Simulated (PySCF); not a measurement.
Structure from NMR data

An unknown has the formula C11H10. Its calculated NMR data are:

1H NMR (400 MHz, computed): δ 7.65 (dd, J = 8.6, 1.0 Hz, 1H), 7.61 (td, J = 8.3, 1.0 Hz, 1H), 7.45 (dd, J = 13.0, 1.0 Hz, 1H), 7.44 (t, J = 8.4 Hz, 1H), 7.43 (d, J = 8.5 Hz, 1H), 6.63 (m, 1H), 6.19 (m, 1H), 6.05 (m, 1H), 2.90 (m, 2H).

13C{1H} NMR (computed): δ 148.3 (C), 145.7 (C), 143.9 (CH), 139.3 (CH), 139.0 (CH), 138.9 (CH), 137.6 (CH), 135.5 (CH), 134.1 (CH), 133.9 (CH), 33.2 (CH2).

A single conformation, in vacuum, averaged over atoms made equivalent by symmetry, fast rotation or ring inversion, no relativistic terms. Couplings computed with B3LYP/pcJ-1 (without the spin–dipole term); σ from GIAO-HF/pcSseg-2; PBE0-D3(BJ)/def2-SVP geometry; PySCF 2.14.

Referencing at the same level of theory: 1H (σ = 31.68 ppm), 13C (σ = 191.47 ppm) against TMS.

Deduce the structure.

## Answers


- Rings plus π bonds: 7 (2 rings in the answer).
- 11 carbon signals for 11 carbons: no two carbons are equivalent.
- Carbon types of the structure: 2 × C, 8 × CH, 1 × CH2, which accounts for all hydrogens.
- δC 148.3, 145.7: substituted aromatic carbon.
- δC 143.9, 138.9, 137.6, 134.1: alkene CH; as expected for a trigonal carbon in a double bond.
- δC 139.3, 139.0, 135.5, 133.9: aromatic CH; the aromatic region.
- δC 33.2: sp3 CH2 on an aromatic ring; saturated and bonded to C and H only.
- δH 7.65, 7.61, 7.44, 7.43: hydrogen on an aromatic CH; aromatic region.
- δH 7.45, 6.63, 6.19, 6.05: hydrogen on an alkene CH; attached to an sp2 carbon and in the plane of the double bond.
- δH 2.90: hydrogen on an sp3 CH2 on an aromatic ring; benzylic-type position, deshielded by the ring.
- The protons at 7.44 and 7.65 share a coupling of 8.6 Hz (vicinal, an ortho-type coupling).
- The protons at 7.43 and 7.61 share a coupling of 8.5 Hz (vicinal, an ortho-type coupling).
- The protons at 7.61 and 7.44 share a coupling of 8.1 Hz (vicinal, an ortho-type coupling).

Structure: benzocycloheptatriene (C1=CCc2ccccc2C=C1).

This is the structure that produced the data.

Splittings below 1 Hz are ignored in the labels, and close J values are merged. Unscaled 3J(H,H) at this level run about 10 % above measured values. Shifts are as computed, not scaled to solution data. Of 1211 compounds with measured shifts, 218 miss one by over three times the rms of a fit or turn the order of signals round; such compounds aren't used in these exercises.
